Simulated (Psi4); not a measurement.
**GeNH2F3 (SMILES [NH2][Ge]([F])([F])[F]): methods side by side**

The species is GeNH2F3 (7 atoms), meant as a singlet with charge 0. SMILES: `[NH2][Ge]([F])([F])[F]`. The shape was relaxed beforehand at PBE0/def2-TZVP.

Each level gives the HOMO–LUMO gap (eV). The values are calculated.

| level | kind | program | value (eV) |
| --- | --- | --- | --- |
| PBE-D4/def2-TZVPP (density fitting) | GGA | Psi4 | 5.68 |
| r2SCAN-D4/def2-TZVPP (density fitting) | meta-GGA | Psi4 | 6.51 |
| B3LYP-D4/def2-TZVPP (density fitting) | global hybrid | Psi4 | 7.67 |
| PBE0-D4/def2-TZVPP (density fitting) | global hybrid | Psi4 | 8.35 |
| wB97M-V/def2-TZVPP (density fitting) | range-separated hybrid | Psi4 | 12.63 |

All-electron rows without a relativistic Hamiltonian named are non-relativistic. The values span 5.68 to 12.63 eV. Orbital gaps aren't excitation energies; they tend to grow with the share of exact exchange.
